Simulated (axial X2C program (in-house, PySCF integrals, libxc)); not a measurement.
Nuclear properties of LiCr⁻

Calculated with an axial X2C code built on PySCF integrals: two-component X2C with atomic mean-field Coulomb and Gaunt terms, Gaussian nuclei, basis Cr dyall-acv3z, Li dyall-av3z with contracted cores.

R = 2.926 Å (near the PBE0 minimum at charge -1 of the determinant lowest at the starting distance; the state shown can have its own minimum elsewhere).

Input and command:
```json
{"zs": [24, 3], "q": -1, "bas": ["dyall-acv3z", "dyall-av3z"], "r0": 2.55, "levels": ["PBE0", "HF", "PBE", "BP86", "B3LYP"], "nst": 3}
```
```bash
python soeom.py task.json out
```

Keys: zs atomic numbers; q charge; bas basis sets; r0 starting distance in Å; levels methods; nst determinants followed.

Determinant lowest in the PBE0 search, Ω = 3 (⟨Sz⟩ = 3.00, ⟨Lz⟩ = 0.00 at PBE0), spin on the atoms Cr 2.75, Li 0.25:

| level | Eeff magnitude (GV/cm) | Ws magnitude Cr (kHz) | A∥/gI Cr (MHz) | qzz Cr (a.u.) | A∥/gI Li (MHz) | qzz Li (a.u.) |
| --- | --- | --- | --- | --- | --- | --- |
| PBE0 | 0.24 | 0.0321 | 150 | -0.08 | 4.82 | -0.01 |
| HF | 0.423 | 0.0566 | 56.5 | -0.20 | -2.57 | -0.01 |
| PBE | 0.213 | 0.0282 | 165 | -0.06 | 6.27 | -0.01 |
| BP86 | 0.202 | 0.0265 | 180 | -0.05 | 7.8 | -0.01 |
| B3LYP | 0.171 | 0.0221 | 143 | -0.01 | 10.1 | -0.01 |

Eeff is the effective electric field on the electron electric dipole moment in this Ω state and Ws the scalar–pseudoscalar constant of the nucleus named (defined with the proton number Z and per Ω); A∥ (defined per Ω) follows by multiplying with gI = μI/(I μN); qzz is the electric field gradient, eQq0 = 234.96 MHz × Q/barn × qzz. The operators were transformed with the bare-nucleus X2C matrices; with these basis sets, hyperfine constants and field gradients can be off by tens of per cent, and where levels differ in sign neither size nor sign is settled.

Each state is one determinant with collinear spin, which with several unpaired electrons need not be a pure state. Unrestricted Hartree–Fock can overshoot spin polarisation at the nuclei. For an anion, determinants above electron detachment, or with a positive highest level, are held by the basis set. This is the top spin component of a Σ state; components of lower Ω are not single determinants and can lie lower. With several open shells hyperfine constants can be off by a factor of several. Where Eeff spreads by more than a factor of two the levels disagree and none is to be relied on. Open-shell Ω = 0 determinants with evenly filled partner blocks cannot be reached by this program, so the Ω shown need not be the lowest component. States lie within half an eV, so the first need not be the ground state. Further determinants of the search, some of them spin-mixed, are not shown. Where a field gradient or hyperfine factor spreads by more than a factor of two over the levels, a constant derived from it is not to be relied on.
